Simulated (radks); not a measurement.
The numbers below are computed, except where a source is named.
Question: The mean radii <r> (bohr) of the occupied orbitals of an atom or ion are listed with their occupations. Level of theory: scalar-relativistic Kohn-Sham, PBE, spin-polarised, spherical densities, finite nucleus; Fermi nuclear charge, rms radius of each element as measured or else 0.836 A^(1/3) + 0.57 fm (a radial shooting solver on a logarithmic mesh with Libxc functionals).

orbital  occ.      <r>
1s up       1  0.01830
1s down     1  0.01829
2s up       1  0.07493
2s down     1  0.07506
2p up       2  0.06639

Name the element and its charge. Open shells, if any, are filled with parallel spins first.

Answer: Z = 74, tungsten, charge +68: W68+ in [He] 2s2 2p2. The 1s radius gives Z: for a bare nucleus <r> = (2 gamma + 1)/(2Z) with gamma = sqrt(1 - (Z/c)^2), 0.01813 bohr for Z = 74, and screening makes it slightly larger (0.01830 here). The occupations add up to 6, and the charge is Z minus that.
